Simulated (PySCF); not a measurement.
C3H6BNO, SMILES C#CB(O)NC.

Coordinates come from a PBE0-D3(BJ)/def2-SVP optimisation. The structure was generated by enumeration, and PubChem lists no compound with its InChIKey, so it may never have been made. Other conformers were not sampled.

All values below come from PySCF 2.14.0 with TDA-B3LYP/def2-SVPD.

Vertical excitations. Gas-phase values at a fixed geometry. State labels are in the subgroup Cs.

### Question
Estimate the UV-visible absorptions. (The exact figures need the calculation; the answer reports its results.)

### Answer

```
state  symmetry  energy (eV)  λ (nm)      f                                                                   main pairs
-----  --------  -----------  ------  -----  ---------------------------------------------------------------------------
S1           A"         5.78     214  0.000                                                             HOMO−1→LUMO 98 %
S2           A'         5.99     207  0.155                                                               HOMO→LUMO 79 %
S3           A"         6.12     203  0.001                                                             HOMO→LUMO+1 95 %
S4           A"         6.23     199  0.000                                                             HOMO→LUMO+2 90 %
S5           A'         6.43     193  0.037     HOMO−2→LUMO 55 %, HOMO→LUMO 16 %, HOMO−1→LUMO+2 15 %, HOMO−1→LUMO+1 10 %
S6           A"         6.77     183  0.000     HOMO−2→LUMO+2 43 %, HOMO−2→LUMO+1 31 %, HOMO→LUMO+3 7 %, HOMO→LUMO+2 7 %
S7           A"         7.15     173  0.000                       HOMO→LUMO+3 63 %, HOMO→LUMO+4 18 %, HOMO−2→LUMO+1 17 %
S8           A'         7.20     172  0.069                                       HOMO−1→LUMO+1 79 %, HOMO−1→LUMO+2 16 %
S9           A"         7.22     172  0.030       HOMO→LUMO+4 47 %, HOMO→LUMO+3 29 %, HOMO−2→LUMO+1 8 %, HOMO→LUMO+5 7 %
S10          A"         7.38     168  0.002                     HOMO−2→LUMO+1 40 %, HOMO−2→LUMO+2 32 %, HOMO→LUMO+4 19 %
T1           A'         4.69     264      0                                             HOMO→LUMO 64 %, HOMO−2→LUMO 29 %
T2           A'         5.24     236      0                         HOMO−2→LUMO 45 %, HOMO→LUMO 33 %, HOMO−1→LUMO+2 11 %
T3           A"         5.28     235      0                                                             HOMO−1→LUMO 83 %
T4           A'         5.59     222      0  HOMO−1→LUMO+2 46 %, HOMO−2→LUMO 21 %, HOMO−1→LUMO+1 16 %, HOMO−1→LUMO+3 9 %
```
Triplets are in the Tamm–Dancoff approximation.
